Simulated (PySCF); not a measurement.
B(Br)(vinyl)(OH) (C2H4BBrO), SMILES OB(C=C)Br. Coordinates come from a PBE-D3(BJ)/def2-SVP optimisation. This is a generated structure with no PubChem entry under its InChIKey; it may be hypothetical. Other conformers were not sampled.

Computed equilibrium geometry at PBE-D3(BJ)/def2-SVP (PySCF confirms it by a frequency run) as Cartesian coordinates in Å, and its point group (one conformer of several):
point group Cs.
```xyz
9

B     -0.3178    -0.5655     0.0000
Br     0.1931     1.3249     0.0000
C      0.7846    -1.6614     0.0000
C      0.4816    -2.9788     0.0000
H      1.8463    -1.3608     0.0000
H      1.2572    -3.7635     0.0000
H     -0.5674    -3.3210     0.0000
O     -1.6358    -0.8933     0.0000
H     -2.2174    -0.1110     0.0000
```
